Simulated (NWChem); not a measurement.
# CH6InNO; SMILES [CH3][In]([NH2])[OH]

```xyz
10

In     0.0141    -0.0187    -0.0231
C      0.1695    -2.1816     0.0561
H     -0.2379    -2.6121    -0.8784
H     -0.4122    -2.5620     0.9173
H      1.2304    -2.4739     0.1666
O     -1.7437     1.0083     0.0403
H     -2.5006     0.3931     0.0664
N      1.5072     1.3872     0.1078
H      1.2175     2.3230    -0.2008
H      2.3958     1.1591    -0.3521
```
Atoms are numbered in this order, from 1.

All runs: NWChem. Coordinates come from a PBE-D3(BJ)/def2-SVP (def2 core potentials past Kr) optimisation. No frequency run checked for a minimum.

For level B3LYP/3-21G, non-relativistic:

- highest occupied level (eV): -5.77
- orbital gap (eV): 5.15
- dipole (D): 2.52

**Question.** What are these values for level B3LYP/STO-3G, non-relativistic?

**Answer.** 
| Item | Result |
|---|---|
| highest occupied level (eV) | -2.78 |
| orbital gap (eV) | 5.81 |
| dipole (D) | 1.38 |
